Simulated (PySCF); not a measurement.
# Molecular orbitals of TlSe

PBE0 at R = 2.738 Å; PySCF, scalar-relativistic core potentials, basis sets Tl cc-pVDZ-PP with ECP60, Se cc-pVDZ-PP with ECP10. State: ²Σ⁺ (doublet), unpaired electrons σ ↑, a second solution, started from another occupation. Only the outer orbitals are listed, counted within each symmetry, core potentials removing the inner ones.

| spin | orbital | occ. | ε (eV) | on Tl (%) | main shells (%) |
| --- | --- | --- | --- | --- | --- |
| α | 8σ | 1 | -11.62 | 85 | 85 Tl s, 12 Se p |
| α | 9σ | 1 | -7.18 | 32 | 68 Se p, 22 Tl p, 9 Tl s |
| α | 5π | 1 | -6.09 | 10 | 90 Se p, 9 Tl p |
| α | 5π | 1 | -6.09 | 10 | 90 Se p, 9 Tl p |
| α | 6π | 0 | -1.97 | 91 | 91 Tl p, 8 Se p |
| α | 6π | 0 | -1.97 | 91 | 91 Tl p, 8 Se p |
| α | 10σ | 0 | -0.42 | 88 | 82 Tl p, 13 Se p |
| β | 7σ | 1 | -16.85 | 15 | 85 Se s, 10 Tl d |
| β | 8σ | 1 | -11.10 | 90 | 90 Tl s |
| β | 5π | 1 | -5.78 | 11 | 88 Se p, 10 Tl p |
| β | 5π | 1 | -5.78 | 11 | 88 Se p, 10 Tl p |
| β | 9σ | 0 | -4.19 | 36 | 63 Se p, 32 Tl p |
| β | 6π | 0 | -1.84 | 90 | 90 Tl p, 10 Se p |
| β | 6π | 0 | -1.84 | 90 | 90 Tl p, 10 Se p |

Task: Which are the highest filled and the lowest empty level, where do they sit, and how wide is the gap?

Result: Highest filled β 5π at -5.78 eV (in %: 88 Se p, 10 Tl p); lowest empty β 9σ at -4.19 eV (in %: 63 Se p, 32 Tl p); the gap at PBE0 is 1.59 eV.

```json
{
 "bond order (Mayer)": "1.24",
 "⟨S²⟩": "0.756",
 "charge on Tl (Mulliken, basis-dependent)": "0.40",
 "charge on Tl (Löwdin, basis-dependent)": "0.31",
 "dipole moment (positive dipole means Tl(−)Se(+))": "-5.13 D"
}
```

Spin–orbit coupling is left out, which matters for elements this heavy, above all for dissociation energies.
